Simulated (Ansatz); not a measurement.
`[CH3][GeH2][CH3]`, charge 0, multiplicity 1.

Task: Give a relaxed structure at PBE0-D4/def2-TZVP (Ansatz 0.2.0). (Estimate.)

Result: Ansatz gave: 
```xyz
11

C     0.456   -0.848   -1.333
Ge   -0.759    0.034   -0.081
C     0.238    0.817    1.407
H    -0.097   -1.286   -2.165
H     1.008   -1.643   -0.828
H     1.173   -0.130   -1.734
H    -1.777   -0.991    0.461
H    -1.545    1.140   -0.816
H     0.788    0.042    1.943
H     0.952    1.555    1.037
H    -0.437    1.310    2.108
```
Point group C2v.
This is one stationary point; other conformers may exist.
